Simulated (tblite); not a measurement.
hexachlorodisilane (Cl₆Si₂), singlet, at a GFN2-xTB geometry; GFN1-xTB (tblite).

The tblite input:
```
$ tblite run mol.xyz --method gfn1 --charge 0 --spin 0 --json tblite.json --no-restart

# file mol.xyz
8

Cl     2.10500227    -0.48858342    -1.56076457
Si     1.15002808    -0.11759071     0.17786792
Cl     1.92269327     1.56678871     0.97681015
Cl     1.52221827    -1.64568561     1.44232616
Si    -1.15002808     0.11759071    -0.17786792
Cl    -1.52391777     1.66420617    -1.41909364
Cl    -1.91738160    -1.55604237    -1.00404894
Cl    -2.10861444     0.45931652     1.56477085
```

Q: Predict the main parts of the log of this tblite run.

A: 
```
xTB calculator
 | screened Coulomb repulsion
 | Coulomb electrostatics
 |  * isotropic Klopman-Ohno-Mataga-Nishimoto electrostatics
 |  * onsite third-order electrostatics
 | DFT-D3(BJ) dispersion correction

halogen bonding energy    0.0000000000000E+00 Eh
repulsion energy          9.3420964635524E-02 Eh
dispersion energy        -8.1520469824928E-03 Eh
number of electrons       5.0000000000000E+01 e
integral cutoff           2.8146159136829E+01 bohr

------------------------------------------------------------
  cycle        total energy    energy error   density error
------------------------------------------------------------
      1     -29.64654292249  -2.9731812E+01   4.7185300E-01
      2     -29.64925433199  -2.7114095E-03   2.8213237E-01
      3     -29.64838363672   8.7069526E-04   2.6494714E-02
      4     -29.64509572247   3.2879143E-03   3.5299926E-02
      5     -29.64734280675  -2.2470843E-03   2.9169268E-02
      6     -29.64982598643  -2.4831797E-03   5.4668060E-04
      7     -29.64982665522  -6.6879526E-07   2.0099615E-05
      8     -29.64982665336   1.8592523E-09   2.5808222E-05
      9     -29.64982665538  -2.0167832E-09   8.8174699E-07
------------------------------------------------------------

electronic energy        -2.9735095573034E+01 Eh
total energy             -2.9649826655381E+01 Eh

Post processing:
 | Mayer-Wiberg bond orders

[Info] JSON dump of results written to 'tblite.json'
```
